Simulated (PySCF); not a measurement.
Si(F)(NMe2) (C₂H₆FNSi), SMILES CN(C)[Si]F (connectivity only; charge and spin as stated), neutral, multiplicity 1. Atoms are numbered in the order given.

```xyz
11

Si    -0.8285     0.8905     0.0000
F      0.4830     1.9232     0.0000
N      0.0263    -0.6361     0.0000
C     -0.7413    -1.8699     0.0000
C      1.4687    -0.8145     0.0000
H     -0.5199    -2.4903    -0.8984
H     -0.5199    -2.4903     0.8984
H     -1.8288    -1.6433     0.0000
H      1.8037    -1.3833     0.8974
H      1.8037    -1.3833    -0.8974
H      1.9644     0.1740     0.0000
```
Charge 0, spin multiplicity 1.

Coordinates come from a PBE-D3(BJ)/def2-SVP optimisation. One conformer was computed; it need not be the lowest.

Calculation: PySCF with PBE/pcSseg-1.

GIAO shieldings, no solvent; atoms listed in one row are averaged. δ = σ(ref) − σ: ²⁹Si against TMS (σ = 335.4 ppm); ¹⁹F against CFCl3 (σ = 133.6 ppm); ¹⁵N against NH3 (σ = 267.0 ppm); ¹³C against TMS (σ = 182.0 ppm); ¹H against TMS (σ = 31.49 ppm), references at their B3LYP-D3(BJ)/def2-TZVP geometries, non-relativistic.

Computed chemical shifts:
```csv
nucleus,atoms,count,δ (ppm)
²⁹Si,Si1,1,96.6
¹⁹F,F2,1,-42.8
¹⁵N,N3,1,186.4
¹³C,"C4, C5",2,40.7
¹H,"H9, H10, H11",3,3.57
¹H,"H6, H7, H8",3,3.40
```
